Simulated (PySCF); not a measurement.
Relaxed torsion scan: SMILES C=C/C=C\C(C)C (C7H12). Scanned: dihedral C3–C4–C5–C6; all other coordinates were relaxed at GFN2-xTB. Heavy atoms are numbered in the order of the SMILES C=C/C=C\C(C)C, hydrogens after them in the order of the atoms that carry them; the mirror image has the same energies with the sign of each dihedral reversed.

Methods: RHF/3-21G = restricted Hartree-Fock/3-21G // GFN2-xTB run with PySCF; RKS-B3LYP/6-31G* = PySCF with restricted B3LYP/6-31G*, spherical d, density fitting // GFN2-xTB; RHF/LANL2DZ = restricted Hartree-Fock/LANL2DZ // GFN2-xTB run with PySCF.

Energies in kcal/mol, each method relative to its own lowest point.

```tsv
φ / °	RHF/3-21G	RKS-B3LYP/6-31G*	RHF/LANL2DZ
-165	5.4	4.7	5.1
-150	6.2	4.7	5.3
-135	5.8	4.0	4.8
-120	5.4	3.7	4.5
-105	5.3	3.9	4.7
-90	5.4	4.4	4.9
-75	4.8	4.0	4.5
-60	4.5	3.7	4.2
-45	5.1	4.3	4.9
-30	5.4	4.3	4.9
-15	5.3	3.8	4.6
0	5.5	3.8	4.6
15	5.9	4.1	4.9
30	6.3	4.8	5.3
45	5.3	4.3	4.8
60	3.0	2.5	2.7
75	1.4	1.3	1.2
90	0.6	0.6	0.5
105	0.2	0.2	0.1
120	0.0	0.0	0.0
135	0.2	0.2	0.2
150	0.7	0.7	0.6
165	1.5	1.4	1.4
180	3.1	2.8	3.0
```
